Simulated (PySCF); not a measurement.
## Calculated data, CH$_{9}$AlGeSi, GeH$_{3}$NOSi, B$_{2}$GeH$_{5}$O, AlBGeH$_{4}$N

Calculation on a computer-drawn molecule: optimised geometry and harmonic frequencies of an isolated molecule of the commonest isotopes, restricted reference for singlets and unrestricted otherwise, frozen core in MP2; on germanium a core potential holds 10 electrons, which the energies leave out, and 3d is frozen in MP2 and coupled-cluster steps. Program: PySCF 2.14.0.

Common to all runs: multiplicity 1; basis and core potential on germanium cc-pVDZ-PP ECP10MDF.

(1) CH$_{9}$AlGeSi

Start structure:
```xyz
13
CH9AlGeSi
C     -1.2354     0.8963     0.4024
Ge     0.5356    -0.1509     0.2678
Al     0.2163    -2.4506    -0.1163
Si     2.2322     1.5631     0.2270
H     -1.1819     1.7139     1.1555
H     -1.4538     1.3927    -0.6117
H     -2.1011     0.2635     0.6344
H      0.5696    -0.6265     1.7555
H      0.1338    -3.3258     1.1212
H     -0.0068    -3.2860    -1.4065
H      3.5512     0.8817     0.4635
H      2.2326     2.2724    -1.0116
H      2.0460     2.5210     1.3698
```

```
charge                                        : 0
method                                        : HF
basis                                         : cc-pV(D+d)Z
rotational constants                          : 3.068, 1.737, 1.245 GHz
total energy                                  : -867.3360 hartree
convergence status largest gradient component : 8.636e-06 hartree/bohr
```

Drawn bonds:
```tsv
atom	other atom	order
1	2	1
2	3	1
2	4	1
1	5	1
1	6	1
1	7	1
2	8	1
3	9	1
3	10	1
4	11	1
4	12	1
4	13	1
```

Optimised structure:
```xyz
13
CH9AlGeSi
C     -1.3647     0.9499     0.3781
Ge     0.2734    -0.0605     0.8559
Al     0.3955    -2.3290    -0.2108
Si     2.2116     1.2910     0.3594
H     -1.3859     1.9107     0.8956
H     -1.3984     1.1326    -0.6979
H     -2.2554     0.3845     0.6587
H      0.2788    -0.2418     2.3916
H      1.6121    -3.2923     0.1024
H     -0.7263    -2.8257    -1.2131
H      3.4490     0.6255     0.8363
H      2.3358     1.4946    -1.1072
H      2.1128     2.6251     1.0019
```

Modes:
```tsv
frequency (cm⁻¹)	reduced mass (dalton)
51.11	1.08
84.22	2.748
90.46	1.236
120.9	2.93
136.2	2.057
149.6	1.171
313.4	9.34
356.4	9.06
438.2	1.146
478.5	1.08
543.2	1.133
591.4	1.606
598.1	2.107
675.3	1.074
718.3	1.084
832.3	1.088
869.6	1.188
927.6	1.193
980.1	1.108
1025	1.036
1029	1.036
1372	1.209
1561	1.054
1564	1.054
1971	1.037
1975	1.047
2140	1.02
2284	1.044
2295	1.042
2298	1.035
3178	1.032
3268	1.104
3272	1.104
```

(2) GeH$_{3}$NOSi

Start structure:
```xyz
7
GeH3NOSi
O      0.0823    -0.3769     0.1984
Si     1.5489    -0.1825     1.0032
N      1.9994     1.3895     0.5339
Ge     1.5522     2.2870    -0.8177
H     -0.3513    -1.2063     0.3427
H      1.9419     3.7575    -0.9226
H      0.8693     1.7832    -2.0857
```

```
charge                                        : 0
method                                        : MP2
basis                                         : cc-pV(D+d)Z
rotational constants                          : 16.06, 1.364, 1.296 GHz
total energy                                  : -713.8893 hartree
convergence status largest gradient component : 2.593e-05 hartree/bohr
```

Drawn bonds:
```tsv
atom	other atom	order
1	2	1
2	3	1
3	4	2
1	5	1
4	6	1
4	7	1
```

Optimised structure:
```xyz
7
GeH3NOSi
O     -0.1659    -0.6362     0.7455
Si     1.4914    -0.3863     0.5326
N      1.5051     1.2986     0.1658
Ge     1.6526     2.5032    -1.0389
H     -0.3212    -1.5451     1.0441
H      1.9093     3.9587    -0.6460
H      1.5714     2.2585    -2.5509
```

Modes:
```tsv
frequency (cm⁻¹)	reduced mass (dalton)
47.66	7.153
91.62	9.574
234	1.355
334.8	3.703
486.3	1.095
507.2	3.022
542.4	1.345
611.4	1.188
818	14.1
888.1	1.146
904.3	1.067
1146	10.38
2183	1.021
2214	1.02
3846	1.066
```

(3) B$_{2}$GeH$_{5}$O

Start structure:
```xyz
9
B2GeH5O
B     -0.9684     0.7851     2.4116
Ge    -0.7885     0.6184     0.5632
B     -0.0768    -1.4498     0.0346
O     -0.7704    -2.1742    -0.7739
H     -0.9850     0.6448     3.5907
H     -1.9809     0.9097    -0.1681
H      0.3558     1.4368     0.0224
H      0.9490    -1.8140     0.4388
H     -1.5729    -2.0647    -1.3246
```

```
charge                                        : 1
method                                        : HF
basis                                         : cc-pVDZ
rotational constants                          : 10.85, 2.44, 2.142 GHz
total energy                                  : -420.2296 hartree
convergence status largest gradient component : 1.161e-05 hartree/bohr
```

Drawn bonds:
```tsv
atom	other atom	order
1	2	1
2	3	1
3	4	1
1	5	1
2	6	1
2	7	1
3	8	1
4	9	1
```

Optimised structure:
```xyz
9
B2GeH5O
B     -0.8754     0.7221     2.4721
Ge    -0.7381     0.4835     0.3690
B     -0.1058    -1.5199    -0.0293
O     -0.7079    -2.2922    -0.9137
H     -0.9489     0.8688     3.6456
H     -2.1387     0.9476    -0.0290
H      0.2955     1.5762     0.0992
H      0.8366    -1.9204     0.5803
H     -1.4553    -1.9736    -1.3994
```

Modes:
```tsv
frequency (cm⁻¹)	reduced mass (dalton)
51.04	2.65
123.9	3.007
245.3	2.358
345.3	1.441
473.3	1.779
480.1	3.278
520.1	1.557
626.8	1.473
657.1	1.352
791.2	1.2
807.1	1.233
899.4	1.217
933.3	1.061
1048	1.111
1195	1.218
1449	8.276
2241	1.016
2243	1.024
2781	1.098
2891	1.098
4150	1.068
```

(4) AlBGeH$_{4}$N

Start structure:
```xyz
8
AlBGeH4N
B      0.5544    -0.6200    -3.3281
Al     0.7760    -1.3797    -1.3981
N      1.0181    -1.9435     0.1958
Ge     1.1771    -2.5811     1.8111
H      0.2014     0.4564    -3.4983
H      0.8170    -1.3480    -4.2554
H      0.0764    -3.2026     2.5247
H      2.5404    -2.3925     2.5401
```

```
charge : 1
method : HF
basis  : cc-pV(D+d)Z
```

Drawn bonds:
```tsv
atom	other atom	order
1	2	1
2	3	1
3	4	2
1	5	1
1	6	1
4	7	1
4	8	1
```

**Q.** Give the missing total energy for AlBGeH$_{4}$N (entry 4).
**A.** -616.4811 hartree

**Q.** Estimate the rotational constants of AlBGeH$_{4}$N (entry 4).
**A.** 90.67, 1.029, 1.027 GHz

Further results for AlBGeH$_{4}$N (entry 4):

```
convergence status largest gradient component : 2.686e-05 hartree/bohr
```

Optimised structure:
```xyz
8
AlBGeH4N
B      0.5634    -0.6367    -3.3475
Al     0.8124    -1.3808    -1.3394
N      1.0056    -1.9563     0.2126
Ge     1.2006    -2.5381     1.7850
H      0.1838     0.4809    -3.4978
H      0.8115    -1.3608    -4.2584
H      0.0639    -3.2176     2.5201
H      2.5196    -2.4017     2.5172
```

Modes:
```tsv
frequency (cm⁻¹)	reduced mass (dalton)
48.87	1.008
77.77	4.652
78.16	4.593
172.7	6.839
189.3	6.93
393.7	6.604
641.1	1.245
656.5	12.81
666.5	1.161
714.5	1.083
902.8	1.301
955.8	1.03
1204	1.112
1346	12.88
2319	1.014
2323	1.027
2739	1.045
2863	1.132
```
